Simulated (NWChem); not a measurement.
# Si2H3OF3; SMILES [SiH3]O[Si](F)(F)F

```xyz
9

F      1.2369    -0.8701    -0.9088
Si    -0.0095    -0.7772     0.1120
F     -1.2374    -1.6053    -0.5174
F      0.4143    -1.4932     1.4893
O     -0.4297     0.7712     0.3713
Si    -0.0070     2.3497    -0.0647
H     -0.1487     2.5149    -1.5499
H      1.4112     2.6208     0.3453
H     -0.9458     3.2653     0.6568
```
Atoms are numbered in this order, from 1.

All runs: NWChem. Pople sets run with spherical d functions. Structure relaxed at the PBE-D3(BJ)/def2-SVP level. B3LYP is NWChem's, with the RPA form of VWN correlation. Atomic charges in e: unrestrained fits to the electrostatic potential beside Mulliken populations; buried atoms are poorly determined by the fit.

For level Hartree-Fock/6-31G*:

```
Item          Result
------------  ------
Mulliken F1    -0.52
ESP Si2         1.48
Mulliken Si2    1.92
Mulliken F3    -0.51
Mulliken F4    -0.51
Mulliken O5    -0.89
```

**Question.** What are these values for level B3LYP/def2-SVP?

**Answer.** The Mulliken F1 comes out as -0.33 and the ESP Si2 comes out as 1.32. The Mulliken Si2 is 1.17. The Mulliken F3 is -0.31 and the Mulliken F4 comes out as -0.31. The Mulliken O5 is -0.56.
